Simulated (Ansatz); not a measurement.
Relaxation of CH₄ClFSSi₂ (10 atoms, charge 0, multiplicity 1), to a largest force component of 0.015 eV/Å in at most 40 steps.

Level of theory: RHF/def2-SVP (Ansatz 0.2.0).

```xyz
10
Properties=species:S:1:pos:R:3
F -1.476 -0.840 1.451
Si -1.234 0.616 0.739
Cl -0.385 1.856 2.109
C -0.052 0.399 -0.715
Si 1.207 -0.877 -0.540
S -0.318 1.266 -2.119
H -2.513 1.240 0.405
H 0.739 -2.215 -0.843
H 1.744 -0.882 0.905
H 2.371 -0.614 -1.389
```

Q: Where does it end, and by what steps?

A: The run converged. After 6 steps the energy has fallen by 0.385 eV; F1 moved furthest, 0.13 Å.

```tsv
step	energy less start (eV)	largest force component (eV/Å)	accepted
0	0.0000	3.067	yes
1	-0.2679	2.031	yes
2	-0.3559	0.936	yes
3	-0.3777	0.459	yes
4	-0.3835	0.180	yes
5	-0.3847	0.035	yes
6	-0.3851	0.008	yes
```

```xyz
10
Properties=species:S:1:pos:R:3
F -1.566 -0.743 1.471
Si -1.293 0.668 0.756
Cl -0.398 1.885 2.147
C -0.089 0.362 -0.657
Si 1.322 -0.926 -0.534
S -0.310 1.223 -2.006
H -2.563 1.240 0.324
H 0.754 -2.251 -0.866
H 1.838 -0.946 0.853
H 2.388 -0.563 -1.486
```

Whether the end is a true minimum wasn't checked by a vibrational analysis.

The run took 17 s on 2 threads of Intel(R) Xeon(R) Platinum 8375C CPU @ 2.90GHz (Ice Lake), with other jobs on the host, peak memory 0.3 GiB.
